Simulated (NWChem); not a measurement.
A series in which one site is exchanged, each optimised at PBE0/def2-SVP with NWChem, gas phase unless a solvent is named. This build's default masses of Se (78.918 u) and Br (79.917 u) are each other's, which moves their modes by up to 0.6 %. Some are not confirmed as minima by frequencies. def2 effective core potentials on I; no spin-orbit coupling.

A: [SiH3][Se]I (SiH₃SeI; site = I)
B: [SiH3][Se]Cl (SiH₃SeCl; site = Cl)
C: [Se]([SiH3])Br (SiH3SeBr; site = Br)
D: F[Se][SiH3] (SiH$_{3}$SeF; site = F)

```
quantity                                             A     B     C     D
---------------------------------------------------  -  ----  ----  ----
dipole (D), PBE0/def2-SVP                            …  1.80  1.57  2.18
vertical ionisation energy, ΔSCF, PBE/def2-SVP (eV)  …  8.92  8.76  9.11
lowest singlet excitation, PBE/def2-SVPD, TDA (eV)   …  2.66  2.48  2.90
```

Q: Complete the blanks.

A: 
- dipole (D), PBE0/def2-SVP, A: 1.23
- vertical ionisation energy, ΔSCF, PBE/def2-SVP (eV), A: 8.50
- lowest singlet excitation, PBE/def2-SVPD, TDA (eV), A: 2.21
